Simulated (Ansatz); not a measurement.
Isolated molecules relaxed with PBE0-D4/def2-TZVP in Ansatz; ΔE leaves out vibrations. CCSD(T)/CBS is the MP2 limit (def2-TZVPP, def2-QZVPP) plus CCSD(T) − MP2 in def2-TZVPP, frozen cores. This one scheme is used for every species. Functionals use def2-TZVPP. Elements past krypton have def2 core potentials. For In, Te outer-core shells are correlated without core-valence functions, which leaves a few kJ/mol of doubt a bond. One conformer a species, not always the lowest.

Consider the formal exchange of groups at a B–C bond: `CB[TeH]` + `NC[O][InH2]` → `[InH2][BH][TeH]` + `COCN`.

`CB[TeH]`:

```xyz
8

C     0.527   -0.796    0.080
B    -0.521    0.238    0.579
Te   -1.141    1.970   -0.475
H     1.340   -0.866    0.814
H     0.071   -1.793    0.064
H     0.960   -0.595   -0.900
H    -1.067    0.119    1.637
H    -0.171    1.723   -1.800
```

`NC[O][InH2]`:

```xyz
10

N     0.597    1.243   -1.352
C     0.586   -0.034   -0.703
O     0.382    0.034    0.686
In   -1.014   -0.994    1.663
H     1.307    1.835   -0.937
H    -0.293    1.712   -1.228
H     1.560   -0.506   -0.889
H    -0.180   -0.651   -1.196
H    -2.008   -1.915    0.614
H    -0.938   -0.725    3.343
```

`[InH2][BH][TeH]`:

Z-matrix (Å, degrees):
```
In
B 1 2.229
H 1 1.731 2 122.1
H 1 1.731 2 122.1 3 178.1
Te 2 2.102 1 124.3 3 -89.1
H 2 1.196 1 124.9 3 90.8
H 5 1.664 2 98.2 1 -0.0
```

`COCN`:

Cartesian coordinates in Å:
```
C -1.056 -0.636 -0.758
O -0.236 -0.958 0.330
C 0.925 -0.155 0.422
N 0.738 1.212 0.790
H -0.499 -0.674 -1.706
H -1.859 -1.372 -0.794
H -1.508 0.361 -0.661
H 1.539 -0.645 1.180
H 1.462 -0.181 -0.536
H 0.224 1.298 1.657
H 0.270 1.751 0.076
```

```json
{"level": "PBE-D4", "ΔE (kJ/mol)": "120.9"}
{"level": "ωB97X-V", "ΔE (kJ/mol)": "122.5"}
```

Question: What does CCSD(T)/CBS give? (Estimate.)

Answer: Computed: +126.8 kJ/mol. The listed levels differ from it by -5.9, -4.3 kJ/mol.

Largest T1 diagnostic among the species: 0.016.

From PBE to PBE0 (25 % exact exchange), in def2-TZVPP and without D4, ΔE moves by −4.4 kJ/mol.
